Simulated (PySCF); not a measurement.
**EPR parameters of [C6H9NO]+**

C₆H₉NO (charge +1 and doublet state).
Cartesian coordinates in Å at the GFN2-xTB level; atoms count from 1:
```xyz
17
C6H9NO angstrom
C      2.2789    0.4124    0.6923
C      0.7726    0.4947    0.7543
C      0.0467   -0.2944   -0.2401
C      0.5240   -1.3399   -1.0858
N     -0.4659   -1.8886   -1.7079
O     -1.5977   -1.2052   -1.4291
C     -1.3488   -0.2775   -0.5265
C     -2.4346    0.5555   -0.0172
H      2.6496    0.6386   -0.3066
H      2.7210    1.1047    1.4037
H      2.6343   -0.5877    0.9478
H      0.4251    0.2309    1.7668
H      0.4459    1.5441    0.6542
H      1.5182   -1.7276   -1.1860
H     -2.5258    1.4630   -0.6249
H     -3.3842    0.0298   -0.1184
H     -2.2663    0.8592    1.0136
```

The hyperfine couplings belong to this conformer and change with its torsions.

Identity: `CC[C]1C=NO[C+]1C` [radical] (charge +1).

Computed with UKS B3LYP, pcH-1 on C H N O, non-relativistic, mean-field spin-orbit, GIAO in PySCF. One conformer (not necessarily the lowest) at the GFN2-xTB geometry, without solvent, vibrations or thermal averaging. Couplings are sensitive to structure, and on GFN2-xTB geometries they can be far from those on DFT ones, by a factor of two or more for some ions and for spin on atoms past the first row. Stability of the SCF solution: not tested.

* g1, g2, g3: 2.00200, 2.00224, 2.00373
* g_iso: 2.00266
* Form of g: close to axial: the two nearest values differ by 14 % of g3 − g1
* ⟨S²⟩: 0.7635 (exact 0.7500)
* HOMO–LUMO gap, α and β orbitals: 6.35, 3.10 eV
* Total energy: -363.68465 Eh

Hyperfine couplings atom by atom, in MHz; T1 to T3 are the principal values of the dipolar part:

```tsv
atom	isotope	a_iso	T1	T2	T3	Mulliken spin population
C1	13C	-1.0	-0.8	-0.3	1.1	0.00
C2	13C	-15.9	-5.7	-3.2	8.9	-0.01
C3	13C	25.6	-35.1	-32.8	67.8	0.41
C4	13C	-26.6	-20.4	9.8	10.7	-0.15
N5	14N	14.7	-16.4	-16.0	32.4	0.32
O6	17O	-1.6	-1.7	0.3	1.4	-0.03
C7	13C	23.1	-32.4	-29.7	62.2	0.32
C8	13C	-13.3	-3.3	-1.3	4.7	-0.02
H9	1H	7.1	-1.9	-1.1	3.1	0.00
H10	1H	0.2	-1.4	-1.1	2.4	0.00
H11	1H	10.0	-1.7	-1.4	3.1	0.00
H12	1H	127.9	-5.8	-2.0	7.7	0.05
H13	1H	110.6	-5.9	-0.9	6.8	0.04
H14	1H	6.1	-3.8	1.1	2.7	0.00
H15	1H	101.7	-4.1	-2.2	6.3	0.04
H16	1H	22.4	-3.2	-1.9	5.2	0.01
H17	1H	24.2	-3.8	-1.1	4.9	0.01
```

Largest spin populations (Mulliken): C3 (+0.41), C7 (+0.32), N5 (+0.32) and C4 (-0.15). Three atoms exceed +0.15.

The SMILES `CC[C]1C=NO[C+]1C` draws the unpaired electron on C3, whose computed spin population is only +0.41.

Under fast tumbling the dipolar parts average out, and these isotropic splittings remain: 2 × 1H (H12/H13, I = 1/2, 3 lines) with 4.26 mT, 3 × 1H (H15/H16/H17, I = 1/2, 4 lines) with 1.76 mT, 1 × 14N (N5, I = 1, 3 lines) with 0.53 mT, 1 × 1H (H14, I = 1/2, 2 lines) with 0.22 mT and 3 × 1H (H9/H10/H11, I = 1/2, 4 lines) with 0.21 mT.

Means are taken over nuclei equivalent by connectivity, which assumes that they swap fast. The three 1H nuclei of mean +49.4 MHz run from 22.4 to 101.7 MHz in the frozen geometry. The three 1H nuclei of mean +5.8 MHz run from 0.2 to 10.0 MHz in the frozen geometry. The 1H value of +119.3 MHz is a mean of couplings from 110.6 to 127.9 MHz in this one geometry, not an average over conformers.

The 13C coupling of C4 (-26.6 MHz) shows only in satellite lines or after enrichment, since that isotope makes up about 1.07 % of natural carbon.

The spin density at the nucleus, in bohr⁻³, is negative for C4 (-0.0237), C2 (-0.0141) and C8 (-0.0119), for instance. A restricted open-shell determinant has no negative spin density anywhere; here it arises because α and β orbitals differ (spin polarisation).
